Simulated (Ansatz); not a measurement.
Basis-set extrapolation for `FC1OB(Cl)[SiH2]1` (PBE0-D4/def2-TZVP geometry, frozen core, Ansatz). Multiplicity 1, RHF reference.

```
                      def2-TZVPP   def2-QZVPP
                 HF  -987.196659  -987.228555
    MP2 correlation    -1.039229    -1.127128
CCSD(T) correlation    -1.125075      not run
```

Energies in hartree. Use E(X) = E(∞) + A·exp(−7.88·√X) for Hartree–Fock and E(X) = E(∞) + B·X^(−2.97) for correlation, with X = 3 and 4, and add CCSD(T) minus MP2 of the smaller set to the MP2 limit.

Task: What is the CCSD(T) energy at the basis-set limit?

Result: HF limit: -987.228555 + (-0.031896) × 0.13774 = -987.23295. MP2 limit: -1.127128 + (-0.087899) × 0.74074 = -1.19224. Higher-order term: -1.125075 − (-1.039229) = -0.08585. Total: -988.51104 hartree, 5.15 eV below CCSD(T)/def2-TZVPP.
